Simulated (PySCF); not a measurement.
These 2 structures share the formula C6H6F2. Level of theory: PBE0-D3(BJ)/def2-SVP geometry optimisation, gas phase (PySCF 2.14.0). One conformer each; no zero-point energy, no entropy. No frequencies were run at this level. Point groups hold within 0.08 Å.

Question: Rank from lowest to highest electronic energy at this level (kcal/mol).
A. `[CH2:1]=[C:2]([F:3])/[CH:4]=[CH:5]\[CH:6]=[CH:7]/[F:8]` with C1–C2–C4–C5 179°, C4–C5–C6–C7 -179°
B. `[CH2:1]=[C:2]([F:3])/[CH:4]=[CH:5]/[CH:6]=[CH:7]\[F:8]` with C1–C2–C4–C5 180°, C4–C5–C6–C7 -179°

Answer: B (0.0), A (1.5).

Neighbours under 2.5 kcal/mol apart (C=C(F)/C=C/C=C\F and C=C(F)/C=C\C=C/F) can change places with a better method, another conformer or zero-point energy. C=C(F)/C=C/C=C\F and C=C(F)/C=C\C=C/F are stereoisomers, 1.5 kcal/mol apart in the conformers taken.

| SMILES | E (Eh) | E rel (kcal/mol) | dipole (D) | point group | A, B, C (MHz) |
| --- | --- | --- | --- | --- | --- |
| C=C(F)/C=C/C=C\F | -431.09039 | 0.0 | 2.46 | Cs | 5991, 826.0, 726.0 |
| C=C(F)/C=C\C=C/F | -431.08805 | 1.5 | 0.34 | – | 6735, 882.1, 780.0 |

Q: How do the relative energies change in single points at B3LYP/pcSseg-1 (no added dispersion term) on the same geometries?

A: 
```tsv
SMILES	PBE0-D3(BJ)/def2-SVP (kcal/mol)	B3LYP/pcSseg-1 (kcal/mol)	shift
C=C(F)/C=C/C=C\F	0.0	0.0	0.0
C=C(F)/C=C\C=C/F	1.5	1.7	+0.2
```

Each column counts from its own lowest isomer. The order is unchanged; the largest shift is 0.2 kcal/mol.
